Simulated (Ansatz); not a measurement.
Molecule: sum formula H5SiN2O2 (charge 0, doublet). It need not be the lowest isomer of its formula. 
Structure (B3LYP-D3(BJ)/def2-TZVP (Ansatz, an electronic-structure program) minimum search):
```xyz
10

N     -0.9223    -1.3467     0.5034
Si     0.0324    -0.0512    -0.0345
N     -0.5945     1.5363     0.2359
O      0.0670    -0.0459    -1.6552
O      1.4458    -0.0205     0.7991
H     -0.8846    -1.7230     1.4354
H     -1.6514    -1.7478    -0.0612
H     -1.5094     1.7870    -0.1073
H      0.0303     2.3294     0.2566
H      2.0763    -0.7247     0.6328
```
Charge 0, spin multiplicity 2.

Atomisation energy built up term by term with Ansatz (kcal/mol; UHF references for open shells; valence terms freeze the core; atomic spin-orbit terms are left out). CBS marks a two-point X^-3 extrapolation of the correlation energy; Hartree-Fock from the larger set.

```
term                                            basis  kcal/mol
-----------------------  ----------------------------  --------
Hartree-Fock                              cc-pV(Q+d)Z         …
CCSD correlation         CBS(cc-pV(T+d)Z,cc-pV(Q+d)Z)         …
(T)                      CBS(cc-pV(T+d)Z,cc-pV(Q+d)Z)     17.75
core correlation                            cc-pwCVTZ      2.31
scalar relativity (X2C)    cc-pVTZ-DK against cc-pVTZ     -1.89
sum: De                                                       …
```

Task: Complete the blanks.

Result: 
- Hartree-Fock, kcal/mol: 594.81
- CCSD correlation, kcal/mol: 272.71
- sum: De, kcal/mol: 885.7
